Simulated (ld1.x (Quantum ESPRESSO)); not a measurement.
Reading a pseudo-wave (cobalt (Co))

Columns: radius, all-electron u(r) and pseudo u(r) of the 3p shell (level -65.64 eV) of cobalt in the configuration [Ne] 3s2 3p6 3d7 4s2 4p0; PBE, scalar-relativistic, RRKJ scheme, ld1.x (Quantum ESPRESSO) 7.5.

```tsv
r (bohr)	all-electron	pseudo
0.082	0.4921	-0.0298
0.165	0.5863	-0.1274
0.248	0.2132	-0.3016
0.330	-0.2725	-0.5376
0.413	-0.6924	-0.7981
0.495	-0.9774	-1.0178
0.578	-1.1368	-1.1560
0.660	-1.1923	-1.2005
0.742	-1.1766	-1.1777
0.825	-1.1146	-1.1146
0.908	-1.0264	-1.0264
0.990	-0.9275	-0.9275
1.072	-0.8260	-0.8260
1.155	-0.7263	-0.7263
1.238	-0.6332	-0.6332
1.320	-0.5492	-0.5492
1.402	-0.4739	-0.4739
1.485	-0.4064	-0.4064
1.568	-0.3473	-0.3473
1.650	-0.2964	-0.2964
1.733	-0.2520	-0.2520
1.815	-0.2142	-0.2142
1.898	-0.1814	-0.1814
1.980	-0.1537	-0.1537
2.062	-0.1301	-0.1301
2.145	-0.1098	-0.1098
```

How many radial nodes do the two functions have?

The all-electron 3p function has n − l − 1 = 1; the pseudo-wave has 0, since the states of the same l below it are removed with the core.

At about which radius was the pseudo-wave matched?

0.80 bohr, where the columns begin to agree (steps of 0.08 bohr).

Is the pseudo-wave norm-conserving?

Yes: the RRKJ scheme keeps the norm inside the radius equal to the all-electron one, which fixes the energy derivative of the logarithmic derivative at the level.
